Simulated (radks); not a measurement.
Results of a calculation; reference values are marked as such.
Task: All-electron atom: the zirconium ion Zr2+ in [Ar] 3d10 4s1.5 4p6 4d2 4f0.5 (fractional occupations, a model configuration). Code: a radial shooting solver on a logarithmic mesh with Libxc functionals. Model: scalar-relativistic Kohn-Sham, LDA (Slater exchange, Perdew-Zunger correlation), spin-polarised, spherical densities, finite nucleus; open shells are filled with parallel spins first (spin-orbit coupling, left out, can overturn this in heavy ions); Fermi nuclear charge, rms radius 4.2694 fm. Some entries of the table are withheld. Estimate them.

orbital,occ.,eigenvalue (eV),<1/r> (bohr^-1)
1s up,1,-17819.80,41.21
1s down,1,-17819.69,41.21
2s up,1,-2487.585,9.237
2s down,1,-2487.317,9.238
2p up,3,-2222.399,9.008
2p down,3,-2222.175,9.009
3s up,1,-424.3342,3.135
3s down,1,-424.0679,3.136
3p up,3,-337.9463,2.979
3p down,3,-337.6600,2.980
3d up,5,-195.6592,2.740
3d down,5,-195.3082,2.742
4s up,1,-74.5657,1.130
4s down,0.5,-72.9330,1.133
4p up,3,-52.2395,(1)
4p down,3,-50.5407,(2)
4d up,2,-21.6153,0.6976
4d down,0,-19.9375,0.6928
4f up,0.5,-5.8777,0.2115
4f down,0,-5.2025,0.1905

Result: 
(1) 4p up <1/r> (bohr^-1): 0.9965
(2) 4p down <1/r> (bohr^-1): 0.9989
